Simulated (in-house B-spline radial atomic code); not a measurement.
## Solving the quasi-particle equation for 3s up of K⁸⁺

Configuration [Ne] 3s1, highest spin, start PBE0. Computed with an all-electron radial atomic-structure program (B-spline basis): all electrons, scalar-relativistic (spin-free one-electron X2C), finite nucleus, each spin shell either full or empty, empty states to l = 9 with an (l + 1/2)⁻⁴ tail; G0W0 by contour deformation at full frequency.

At the mean-field level ε = -169.63 eV the matrix elements are Σx = -29.475 eV, v_xc = -23.713 eV and Σc(ε) = -1.998 eV, and the slope of the correlation self-energy is dΣc/dω = -0.0270. The quasi-particle energy solves E = ε + Σx − v_xc + Σc(E).

What does the linearised equation give?

Z = 1/(1 − dΣc/dω) = 1/1.0270 = 0.9737. The first-order shift is Σx − v_xc + Σc(ε) = -29.475 − (-23.713) + (-1.998) = -7.760 eV, so E ≈ ε + Z × shift = -169.63 + 0.9737 × (-7.760) = -177.186 eV.

How does that compare with the full solution and with static screening?

Solving the equation at full frequency dependence gives E = -177.206 eV, where Σc = -1.814 eV and the weight is 0.979; the linearised value is off by 20 meV. Leaving Z out would give -177.390 eV. Static COHSEX puts -3.875 eV in place of Σc and gives -179.267 eV, 2.06 eV deeper.
